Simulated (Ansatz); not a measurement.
Basis-set series for `N=C(F)[S][GeH3]`. Total charge 0; spin multiplicity 1. Geometry: relaxed with PBE0-D4/def2-TZVP. It is one conformer, not always the lowest.

```tsv
functional	basis	functions	energy (Eh)	HOMO (eV)	LUMO (eV)
PBE0-D4	def2-SVP	112	-2669.16753	-7.41	-0.12
PBE0-D4	def2-QZVPP	450	-2669.86545	-7.54	-0.53
ωB97M-V	def2-SVP	112	-2669.56308	-9.48	1.88
ωB97M-V	def2-QZVPP	450	-2670.26307	-9.66	1.12
```

(1) Give the rows for def2-TZVPP. (An estimate is asked.)

## Answers

(1) The calculation gave: 
```csv
functional,basis,functions,energy (Eh),HOMO (eV),LUMO (eV)
PBE0-D4,def2-TZVPP,239,-2669.79842,-7.52,-0.38
ωB97M-V,def2-TZVPP,239,-2670.19825,-9.63,1.52
```

Positive LUMOs are unbound and depend on the basis. Scalar relativity is left out up to krypton.

Computed with Ansatz.
